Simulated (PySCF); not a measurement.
# HfN₂, triplet: computed properties

Computed with UPBE0 in PySCF with Hf def2-TZVP with ECP60, N def2-TZVP; scalar-relativistic core potentials, no spin–orbit coupling; density-fitted integrals.

The structure is a minimum.

```xyz
3
charge 0 multiplicity 3, angstrom
Hf    0.3478    0.0000    0.0000
N    -1.6654    0.0000    0.0000
N    -2.8035    0.0000    0.0000
```

```
Point group                                                                   : C∞v
Bond lengths                                                                  : Hf–N 2.013 Å, N–N 1.138 Å
Bond angles                                                                   : Hf–N–N 180.0°
Highest occupied level (α)                                                    : -5.22 eV
Lowest empty level (α)                                                        : -2.23 eV
Zero-point energy                                                             : 17.2 kJ/mol
Atomisation energy without zero-point energy                                  : 1024 kJ/mol
Principal polarisabilities                                                    : 91.6, 91.6, 132.8 bohr³
Entropy at 298.15 K and 1 bar (electronic part: spin only)                    : 272.1 J/(mol K)
Principal quadrupole moments (Buckingham, traceless) about the centre of mass : -5.77, 2.88, 2.88 D Å
Dipole moment                                                                 : 2.50 D
Spin squared ⟨S²⟩                                                             : 2.027
Rotational constants                                                          : 0.09878 cm⁻¹
Enthalpy at 298.15 K above 0 K                                                : 11.67 kJ/mol
Heat capacity Cp at 298.15 K                                                  : 49.3 J/(mol K)
Rotational symmetry number                                                    : 1
```

Harmonic modes (masses in u: Hf 179.947, N 14.003):
| symmetry | ω (cm⁻¹) | IR (km/mol, summed over degenerate members) |
| --- | --- | --- |
| π | 310 | 0.7 |
| σ+ | 385 | 39.5 |
| σ+ | 1875 | 939 |

In C∞v the vibrations span π + 2σ+.

Charges (e):
```tsv
atom	Mulliken	Löwdin	polar tensor	spin (Mulliken)	Mayer order to Hf1
Hf1	0.27	0.17	-0.13	1.36	–
N2	-0.11	-0.14	0.92	-0.12	1.08
N3	-0.16	-0.03	-0.79	0.75	0.37
```
Other Mayer orders above 0.3: N–N 2.20.

Mulliken populations on Hf1 (electrons outside its core potential): s 3.75, p 6.11, d 1.85, f 0.03.

Outer orbital energies (eV). α occupied: -16.71, -12.68, -12.68, -12.16, -5.64, -5.22, -5.22; empty: -2.23, -2.23, -1.53, -1.40. β occupied: -29.65, -16.05, -11.94, -11.94, -11.52, -5.32; empty: -1.84, -1.84, -1.80, -1.80.

Only a few start shapes were tried, so a lower isomer may exist. Open d and f shells are described by one determinant, and the ground state may have another occupation or spin. With an element this heavy the missing spin–orbit coupling can shift these numbers.

The final relaxation and frequency run took 20 s on 4 threads of a shared Arm Neoverse V2 host, with 102 basis functions and 9 gradients; the process peaked at 0.91 GiB. Launch command: `OMP_NUM_THREADS=4 python axn.py task.json out`.
